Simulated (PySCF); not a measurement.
Spectrum to structure. Method: TDDFT PBE0/def2-SVPD, vertical, gas phase, core orbitals frozen in the response (PySCF). Geometries: GFN2-xTB, one conformer each.

```json
{"state": "S1", "E (eV)": "6.36", "λ (nm)": "194.9", "f": "0.186"}
{"state": "S2", "E (eV)": "6.40", "λ (nm)": "193.7", "f": "0.017"}
{"state": "S3", "E (eV)": "7.01", "λ (nm)": "176.9", "f": "0.0034"}
{"state": "S4", "E (eV)": "7.33", "λ (nm)": "169.1", "f": "0.011"}
{"state": "S5", "E (eV)": "7.40", "λ (nm)": "167.6", "f": "0.0016"}
{"state": "S6", "E (eV)": "7.42", "λ (nm)": "167.0", "f": "0.0068"}
{"state": "S7", "E (eV)": "7.89", "λ (nm)": "157.0", "f": "0.222"}
{"state": "S8", "E (eV)": "7.97", "λ (nm)": "155.5", "f": "0.076"}
```

Triplets computed (Tamm–Dancoff): 4.78, 5.11, 5.53 eV.

Orbital energies (eV): HOMO-3 -9.05, HOMO-2 -8.25, HOMO-1 -8.17, HOMO -7.19, LUMO 0.05, LUMO+1 0.89, LUMO+2 1.17.

Question: Which structure fits? All have the formula C5H9N3.
A. `n1c(cnn1CC)C`
B. `CC(C)n1ccnn1`
C. `CC(C)n1cnnc1`

Answer: A. Its S1, at 6.36 eV, is the highest among the candidates; the nearest of the others has S1 at 5.71 eV. S1 is HOMO→LUMO (86%). Löwdin shares by element: HOMO carbon 44% or more, nitrogen 30% or more (atoms not listed hold the other 27%); LUMO nitrogen 66%, carbon 11% or more (atoms not listed hold the other 23%). At the same level the other candidates give, for their lowest levels:
- `CC(C)n1ccnn1`: 5.69 eV (f 0.006); 6.70 eV (f 0.072); 6.94 eV (f 0.001); 6.97 eV (f 0.010); 7.03 eV (f 0.007); T1 4.75 eV; HOMO -7.42, LUMO 0.04 eV
- `CC(C)n1cnnc1`: 5.71 eV (f 0.000); 6.38 eV (f 0.010); 6.53 eV (f 0.003); 6.91 eV (f 0.000); 7.04 eV (f 0.097); T1 5.08 eV; HOMO -7.05, LUMO 0.28 eV

Shape of the structure used: `[CH3:1][CH2:2][n:3]1[n:4][cH:5][c:6]([CH3:7])[n:8]1`: C1–C2–N3–N4 -89°.
